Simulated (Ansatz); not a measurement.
```yaml
crystal:
  periodic: [false, false, false]
  atoms:
    - {symbol: C, position_ang: [2.187306, 0.025832, -2.221580]}
    - {symbol: Si, position_ang: [2.255157, 0.338453, -0.380889]}
    - {symbol: C, position_ang: [3.979411, 0.074169, 0.292363]}
    - {symbol: O, position_ang: [1.206567, -0.732103, 0.359028]}
    - {symbol: Si, position_ang: [0.130475, -0.845776, 1.621748]}
    - {symbol: C, position_ang: [0.775321, 0.050320, 3.120423]}
    - {symbol: O, position_ang: [-1.313122, -0.166622, 1.182966]}
    - {symbol: Si, position_ang: [-2.217671, 0.013899, -0.222937]}
    - {symbol: C, position_ang: [-4.014938, 0.070895, 0.292936]}
    - {symbol: C, position_ang: [-1.880351, -1.440545, -1.359886]}
    - {symbol: C, position_ang: [-1.714551, 1.623610, -1.043416]}
    - {symbol: H, position_ang: [2.869288, 0.697859, -2.767999]}
    - {symbol: H, position_ang: [1.171052, 0.181351, -2.617913]}
    - {symbol: H, position_ang: [2.479839, -1.012926, -2.446608]}
    - {symbol: H, position_ang: [1.812809, 1.740740, -0.082645]}
    - {symbol: H, position_ang: [4.016180, 0.262262, 1.377563]}
    - {symbol: H, position_ang: [4.705475, 0.749475, -0.189829]}
    - {symbol: H, position_ang: [4.310555, -0.962672, 0.117855]}
    - {symbol: H, position_ang: [-0.059640, -2.300509, 1.881583]}
    - {symbol: H, position_ang: [0.931956, 1.117794, 2.892289]}
    - {symbol: H, position_ang: [0.058194, -0.011638, 3.954665]}
    - {symbol: H, position_ang: [1.732854, -0.375178, 3.461679]}
    - {symbol: H, position_ang: [-4.308356, -0.862401, 0.800999]}
    - {symbol: H, position_ang: [-4.681117, 0.207489, -0.574870]}
    - {symbol: H, position_ang: [-4.195866, 0.903454, 0.992605]}
    - {symbol: H, position_ang: [-2.185147, -2.391489, -0.891470]}
    - {symbol: H, position_ang: [-0.804465, -1.511929, -1.590866]}
    - {symbol: H, position_ang: [-2.427767, -1.346355, -2.312719]}
    - {symbol: H, position_ang: [-2.311076, 1.818127, -1.950424]}
    - {symbol: H, position_ang: [-1.856328, 2.474923, -0.357048]}
    - {symbol: H, position_ang: [-0.652035, 1.609472, -1.337635]}
basis:
  gaussian: {orbitals: def2-TZVP}
magnetization: {spin_polarized: true, initial_magnetization: 2}
hamiltonian: {xc: pbe0, dispersion: d4}
scf: {omitted_lower_state_checks: [starts]}
output: {orbitals: {seedname: orbitals}}
```

```sh
$ ansatz run in.yaml --threads 4 --pin off --events-out ev --progress --plain --max-ram 6963MiB
```

Task: Does this run fit into the memory that it is given?

Result: No. It has 479 basis functions, and Ansatz plans for 7.37 GiB where 6.79 GiB are given.
